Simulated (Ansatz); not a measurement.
Species: GeH3 (charge +1, singlet). SMILES of the parent species: [GeH3]
Structure (B3LYP-D3(BJ)/def2-TZVP (Ansatz, a quantum-chemistry and plane-wave program) minimum search):
```xyz
4

Ge     0.0000     0.0000     0.0000
H     -0.8826    -1.2427    -0.0236
H     -0.6350     1.3859     0.0016
H      1.5175    -0.1432     0.0219
```
Charge +1, spin multiplicity 1.

Problem. Give the harmonic wavenumbers at B3LYP-D3(BJ)/def2-TZVP (Ansatz, finite differences of forces, unscaled).

Solution. 794, 850, 850, 2177, 2245, 2245 cm⁻¹. Zero-point energy 13.1 kcal/mol.

Problem. From these and the geometry, give the ideal-gas thermochemistry at 298.15 K and 1 atm (rigid rotor, harmonic oscillator).

Solution. Point group D3h, rotational symmetry number 6. Rotational constants 143.8, 143.8, 71.92 GHz. S(trans) 38.89, S(rot) 12.47, S(vib) 0.55, S(elec, spin only) 0.00, S 51.9 cal/(mol K). H(298) - H(0) 2.50 kcal/mol; G - E(el) 0.1 kcal/mol.
